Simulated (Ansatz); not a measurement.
`[F][AlH][SH]` + `[OH][GeH]([F])[S][SiH3]` → `[SiH3][S][AlH][SH]` + `[OH][GeH]([F])[F]`  (redistribution)

Program: Ansatz. Geometries: PBE0-D4/def2-TZVP. ΔE: electronic, gas phase. CBS: MP2 limit from def2 TZ/QZ plus the TZ coupled-cluster correction, frozen cores. This one scheme is used for every species. Functionals use def2-TZVPP. B3LYP here is the variant with VWN-RPA as its local correlation; programs differ in this. For Ge outer-core shells are correlated without core-valence functions, which leaves a few kJ/mol of doubt a bond. Scalar relativity is left out up to krypton. One conformer a species, not always the lowest.

```tsv
level	ΔE (kJ/mol)	difference from CCSD(T)/CBS
PBE-D4	45.8	-4.4
r2SCAN-D4	45.8	-4.4
PBE0-D4	44.5	-5.7
B3LYP-D4	50.4	0.2
ωB97X-V	45.9	-4.3
ωB97M-V	48.3	-1.9
B2PLYP	48.8	-1.4
PBE	46.0	-4.2
r2SCAN	45.9	-4.3
PBE0	44.9	-5.3
B3LYP	50.8	0.6
HF/def2-TZVPP	42.2	-8.0
MP2/def2-TZVPP	46.6	-3.6
SCS-MP2/def2-TZVPP	46.0	-4.2
CCSD/def2-TZVPP	46.3	-3.9
CCSD(T)/def2-TZVPP	45.6	-4.6
HF/def2-QZVPP	42.4	-7.8
MP2/def2-QZVPP	49.4	-0.8
SCS-MP2/def2-QZVPP	48.1	-2.1
HF/CBS(def2)	42.5	-7.7
MP2/CBS(def2)	51.2	1.0
CCSD/CBS(def2)	50.9	0.7
CCSD(T)/CBS	50.2	0
```

Largest T1 diagnostic among the species: 0.012.

In def2-TZVPP, CCSD(T) changes the Hartree–Fock value by +3.4 kJ/mol (the triples alone add −0.8 kJ/mol) and MP2 by +4.5 kJ/mol.
